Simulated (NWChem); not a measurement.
# CH5ClFNSi; SMILES C[Si](N)(F)Cl

```xyz
10

C      1.3482     1.1469     0.9094
Si    -0.0403     0.3418    -0.0304
N     -1.5690     0.7408     0.6239
F      0.1182     0.7383    -1.5917
Cl     0.0986    -1.7269     0.0252
H      1.3529     0.8169     1.9528
H      1.2436     2.2386     0.8947
H      2.3162     0.8988     0.4624
H     -2.3884     0.1968     0.3817
H     -1.8057     1.7089     0.8073
```
Atoms are numbered in this order, from 1.

Computed with NWChem. Medium grid unless said otherwise, to which SCAN and Minnesota functionals are sensitive. Geometry: optimised at B3LYP/6-31G* (spherical d). Hybrids' shares of exact exchange are those that their runs print; pure functionals count as 0. The functionals differ in more than this share.

```
row                                   share of exact exchange  orbital gap (eV)
------------------------------------  -----------------------  ----------------
PBE/def2-SVP                                             0.00              6.69
LDA (Slater exchange, VWN5)/def2-SVP                     0.00              6.70
TPSSh/def2-SVP                                           0.10          withheld
B3LYP/def2-SVP                                           0.20              8.50
M06-2X/def2-SVP                                          0.54             11.40
Hartree-Fock/def2-SVP                                    1.00             16.03
```

Fit a straight line of the last column on the one before it, predict the withheld value, and compare with the run.


1. Means of the 5 shown rows: x = 0.348, y = 9.864. Slope Σ(x − x̄)(y − ȳ)/Σ(x − x̄)² = 6.723/0.7261 = 9.259; intercept 6.642.
2. The shown rows scatter about the line by 0.127 (root mean square); the largest residual is -0.24, at M06-2X/def2-SVP.
3. At x = 0.10 (TPSSh/def2-SVP; inside the shown range) the line gives 7.57.
4. The run gives 8.04, +0.47 from the line, 3.7 times the scatter.
